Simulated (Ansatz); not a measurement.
Consider the substitution at a C–S bond: `OC(S)S[SiH3]` + CH₃OH → `COC(O)S` + `[SiH3]S`.

Calculated with Ansatz (gas phase, PBE0-D4/def2-TZVP geometries, no zero-point term in ΔE). CCSD(T)/CBS adds triple-zeta CCSD(T) − MP2 to the extrapolated MP2 energy (def2 sets, frozen cores). This one scheme is used for every species. DFT in def2-TZVPP. One conformer a species, not always the lowest.

```csv
level,ΔE (eV)
B2PLYP,-0.09
r2SCAN,-0.09
```

**Question.** What does CCSD(T)/CBS give? (Best estimate.)

**Answer.** Ansatz gave: -0.02 eV. The listed levels differ from it by -0.07, -0.07 eV.

Largest T1 diagnostic among the species: 0.012.

From PBE to PBE0 (25 % exact exchange), in def2-TZVPP and without D4, ΔE moves by −0.03 eV. The D4 term adds +0.08 eV with B3LYP and +0.04 eV with PBE0; it sums over pairs of atoms, weighted by their polarisabilities, and B3LYP, whose exchange is more repulsive, gets the larger term.

B3LYP here is the variant with VWN-RPA as its local correlation; programs differ in this.
